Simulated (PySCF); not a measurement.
A calculated (TPSS, PySCF 2.14, jorge-DZP-DKH, the spin-free X2C one-electron Hamiltonian (Gaussian nucleus)) atom or ion has these occupied shells.

```csv
shell,electrons,orbital energy (eV),"rms radius, mean of both spins (bohr)"
1s,2,-1553.6,0.139
2s,2,-144.00,0.679
2p,6,-104.64,0.671
```

(1) Name the element and its charge.

Results:

(1) Al³⁺ (aluminium, charge +3), in [Ne], closed-shell 1S.
